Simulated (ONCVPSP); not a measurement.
**Before and after: ONCV potential for Ta**

Ta (Z = 73), optimised norm-conserving Vanderbilt (ONCV), made with ONCVPSP 4.0.1 (PBE, scalar-relativistic). Core [Xe] 4f14, reference 5d3 6s0.5 (charge +1.5). Waves: 6s: rc 2.85 bohr, ncon 4, nbas 7, qcut 2.2 1/bohr, 2 projectors, debl 3.2 Ha; p scattering state at 0.37 Ha: rc 2.55 bohr, ncon 3, nbas 8, qcut 3 1/bohr, 2 projectors, debl 3 Ha; 5d: rc 3.00 bohr, ncon 3, nbas 8, qcut 4.3 1/bohr, 1 projector. Local part: polynomial inside 1.80 bohr (lpopt 5, dvloc0 0 Ha). Core correction: Teter function, fcfact 4.75, rcfact 1.65.

In the p channel the program set the typed energies aside and used 0.050, 3.050 Ha.

All-electron outer shells of the reference configuration (PBE, scalar-relativistic, ld1.x):

```csv
shell,level (eV),outermost node (bohr),outermost maximum (bohr)
4f,-35.95,–,0.44
6s,-14.95,1.32,2.61
5d,-14.29,0.65,1.56
```

Change: local potential polynomial inside 1.80 bohr (lpopt 5, dvloc0 8 Ha).

Cutoffs: the cutoffs (Ha) at which the residual kinetic energy of the hardest occupied pseudo-wave falls to 1 and 0.1 mHa per electron; they do not see the model core or the augmentation charge, which bear on the density cutoff. Errors are all-electron minus pseudo energies relative to the spin-unpolarised reference configuration.

Question: Predict the effect on cutoff, ghosts and configuration errors.

Answer: The potential gets neither clearly harder nor softer (7.4 Ha and 13 Ha → 7.4 Ha and 13 Ha); the lowest positive-energy flag moves from d at 11.5 eV to s at 116.3 eV; of the 4 tests that both files solve, the error grows in 0 and shrinks in 1 by more than 15 % and 0.3 meV (median size 41.2 → 41.4 meV); the range in which the s phases agree widens (upper end 0.3 → 1.5); the range in which the p phases agree widens (upper end 2.0 → 3.5); neither file shows a bound ghost.

```csv
quantity,base,changed
"cutoff, loose",7.4 Ha,7.4 Ha
"cutoff, tight",13 Ha,13 Ha
bound ghosts,none,none
GHOST(+) flags under 300 eV,"d at 11.5 eV, s at 12.9 eV, p at 60.2 eV",s at 116.3 eV
"error for 5d3 6s2, meV [ΔE -15.10 eV]",-275,-278
"error for 5d3 6s1, meV [ΔE -6.63 eV]",-37,-37
"error for 5d3 6s0, meV [ΔE 8.34 eV]",-45,-45
"error for 5d3 6s0 6p1, meV [ΔE -1.56 eV]",+9.7,+0.7
s: phases at 2.89 bohr within 0.05 rad from the reference energy up to (Ha; the scan ends near 5),0.3,1.5
p: phases at 2.59 bohr within 0.05 rad from the reference energy up to (Ha; the scan ends near 5),2.0,3.5
d: phases at 3.05 bohr within 0.05 rad from the reference energy up to (Ha; the scan ends near 5),0.2,0.0
"rms error of d²Exc/dni dnj with the model core, mHa",7.01,7.01
```

Base: The cutoffs count occupied waves only; projector 2 of the s channel, the hardest unoccupied one, needs 20 Ha at the loose tolerance. Changed file: The cutoffs count occupied waves only; projector 2 of the s channel, the hardest unoccupied one, needs 20 Ha at the loose tolerance.
